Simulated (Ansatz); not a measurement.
Isolated molecules relaxed with PBE0-D4/def2-TZVP in Ansatz; ΔE leaves out vibrations. CCSD(T)/CBS adds triple-zeta CCSD(T) − MP2 to the extrapolated MP2 energy (def2 sets, frozen cores). This one scheme is used for every species. For As outer-core shells are correlated without core-valence functions, which leaves a few kJ/mol of doubt a bond. Scalar relativity is left out up to krypton. Each species was taken in one conformer, which may not be the lowest.

`C[SiH2][AsH]O` + `[NH2][AlH2]` → `C[SiH2][NH][AlH2]` + `O[AsH2]`  (cleavage of the Si–As bond)

`C[SiH2][AsH]O`:

```xyz
11

C     1.135   -0.979   -0.307
Si   -0.605   -0.846    0.358
As   -1.496    1.326    0.001
O     0.061    2.161    0.435
H     1.137   -0.898   -1.395
H     1.590   -1.932   -0.027
H     1.744   -0.167    0.097
H    -0.639   -1.103    1.824
H    -1.534   -1.806   -0.303
H    -1.230    1.232   -1.506
H    -0.163    3.011    0.824
```

`[NH2][AlH2]`:

Cartesian coordinates in Å:
```
N -0.271 0.844 0.306
Al 0.240 -0.745 -0.270
H 0.045 1.276 1.159
H -0.921 1.448 -0.171
H 1.272 -1.557 0.614
H -0.364 -1.266 -1.638
```

`C[SiH2][NH][AlH2]`:

```xyz
12

C    -0.268    1.982   -0.354
Si   -0.593    0.387    0.563
N     0.676   -0.772    0.368
Al    0.625   -2.390   -0.375
H    -1.091    2.686   -0.203
H     0.649    2.459    0.001
H    -0.164    1.803   -1.427
H    -0.795    0.714    2.005
H    -1.831   -0.258    0.048
H     1.570   -0.487    0.749
H     1.965   -3.234   -0.385
H    -0.743   -2.891   -0.989
```

`O[AsH2]`:

Z-matrix (Å, degrees):
```
As
O 1 1.802
H 1 1.527 2 95.9
H 1 1.527 2 95.9 3 91.9
H 2 0.960 1 107.7 3 134.2
```

| species | CCSD/def2-TZVPP energy (Eh) |
| --- | --- |
| `C[SiH2][AsH]O` | -2640.87538 |
| `[NH2][AlH2]` | -299.08491 |
| `C[SiH2][NH][AlH2]` | -628.60380 |
| `O[AsH2]` | -2311.36970 |

(1) Work out ΔE.

Largest T1 diagnostic among the species: 0.012.

Answers

(1) ΔE = (-628.60380) + (-2311.36970) − (-2640.87538) − (-299.08491) = -0.01321 Eh = -34.7 kJ/mol. CCSD(T)/CBS gives -29.9 kJ/mol.

In def2-TZVPP, CCSD(T) changes the Hartree–Fock value by +12.7 kJ/mol (the triples alone add +1.9 kJ/mol) and MP2 by +12.4 kJ/mol. From PBE to PBE0 (25 % exact exchange), in def2-TZVPP and without D4, ΔE moves by −5.7 kJ/mol.
